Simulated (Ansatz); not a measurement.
Species: CH$_{5}$BO, charge 0, multiplicity 1. 
Geometry from a B3LYP-D3(BJ)/def2-TZVP (Ansatz, a quantum-chemistry and plane-wave program) optimisation:
SMILES: BOC
```xyz
8

B      1.2673     0.2797    -0.1845
O      0.1862    -0.3130     0.3439
C     -1.1411    -0.0162    -0.0807
H      2.3289    -0.0472     0.2489
H      1.1451     1.0981    -1.0525
H     -1.6029    -0.9336    -0.4463
H     -1.7076     0.3478     0.7766
H     -1.1430     0.7377    -0.8708
```
Charge 0, spin multiplicity 1.

Parts of the frozen-core correlation energy in 6-31G* (Ansatz, hartree). Frozen orbitals: 3; correlated occupied orbitals by spin: 9 and 9; virtual: 43 and 43. Spin-orbit coupling is left out. Non-relativistic.

```
term                            value
-------------------------  ----------
reference (HF)             -140.34588
MP2 opposite-spin                 [?]
MP2 same-spin                     [?]
CCSD correlation                  [?]
(T)                          -0.01055
T1 diagnostic                   0.015
largest doubles amplitude       0.037
```

Q: Fill in the missing entries.

A: 
- MP2 opposite-spin, value: -0.29231
- MP2 same-spin, value: -0.09153
- CCSD correlation, value: -0.41464
